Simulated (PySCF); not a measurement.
Molecule: SMILES CCO[SiH]C, doublet. Atoms near the plane z = 1.0 Å, at the PBE0/def2-SVP optimised geometry (x, y, z in Å): C1 (1.9, 0.0, 0.4), C2 (0.4, 0.0, 0.9), O3 (-0.4, -0.7, 0.0), Si4 (-2.0, -0.7, 0.0), H6 (2.5, 0.5, 1.1), H8 (2.2, -1.1, 0.4), H9 (0.4, -0.4, 1.9), H10 (0.1, 1.1, 1.0), H11 (-2.5, 0.7, 0.0).

Calculation: unrestricted PBE0/def2-TZVP run with PySCF 2.14.0. Cells within 0.4 Å of a nucleus heavier than hydrogen are left out (blank, or x). The values are rescaled to run from 0 to 1.

```
|1111111111111111111111111111111|
|1111111111111111111111111111111|
|1111111111111111111111111111111|
|1111111111111111111111111111111|
|1111111111111111111111111111111|
|1111111111111111111111111111111|
|1111111111111111211111111111111|
|1111111111111122222111111111111|
|1111111111111223222211111111111|
|1111111111112345432222222211111|
|1111111111112489963222222221111|
|1111111111123699995333554322111|
|1111111222223799998668999422111|
|1111111234444699999999999632111|
|1111112468876899xx9999999522111|
|1111124899998999xx9999998321111|
|1111237999999999x99999994211111|
|1111248999998899999999962111111|
|1111237999996568997579963111111|
|1111124899984212333347853211111|
|1111112467752000011234542211111|
|1111111233321000001122322111111|
|1111111112211000001112222111111|
|1111111111111000001111111111111|
|1111111111111000001111111111111|
|1111111111111100111111111111111|
|1111111111111111111111111111111|
|1111111111111111111111111111111|
|1111111111111111111111111111111|
|1111111111111111111111111111111|
|1111111111111111111111111111111|
```
Scale: ten equal steps from 0.000 (start of '0') to 1.00 (end of '9'), in the order '0123456789'; x runs from -5.00 to 5.00, y from -5.00 (bottom) to 5.00 (top).

Question: Which quantity is mapped?
(A) spin density
(B) log10 of the electron density
(C) an orbital amplitude
(D) electrostatic potential

Answer: D, electrostatic potential. In full: electrostatic potential (hartree/e), clipped to [-0.08, 0.12].
